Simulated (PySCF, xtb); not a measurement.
1-bromo-1,2,2-trichloroethene (C2BrCl3), SMILES ClC(Cl)=C(Br)Cl.

GFN2-xTB run with xtb at its own geometry gives an orbital gap of 3.61 eV and a dipole moment of 2.22 D.

Geometry: B3LYP-D3(BJ)/def2-SVP.

Question: What does M06-2X/def2-TZVP (PySCF) give? (The exact figures need the calculation; the answer reports its results.)

Answer: gap 8.17 eV (levels -8.47 and -0.31 eV), dipole 0.16 D.
